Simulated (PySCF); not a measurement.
This script is equivalent to a calculation on Rb⁺ (rubidium, charge +1).

```python
from pyscf import gto, scf, dft, mp, cc
import basis_set_exchange as bse
txt = bse.get_basis("def2-SVP", elements=["Rb"], fmt="nwchem", header=False)
cut = txt.index("\nECP")
mol = gto.M(atom="Rb 0 0 0", charge=1, spin=0, symmetry="D2h",
            basis=gto.basis.parse(txt[:cut]),
            ecp={"Rb": gto.basis.parse_ecp(txt[cut:])})
mf = dft.UKS(mol, xc="M062X")
mf.irrep_nelec = {'Ag': (1, 1), 'B1u': (1, 1), 'B2u': (1, 1), 'B3u': (1, 1)}
mf.kernel()
```

(1) What total energy does it give?

(2) Which occupied shell lies highest, and where?

Energies and moments cover only the electrons outside the core potential.

Results:

(1) -23.871 hartree (calculated).

(2) 4p, at -24.828 eV.
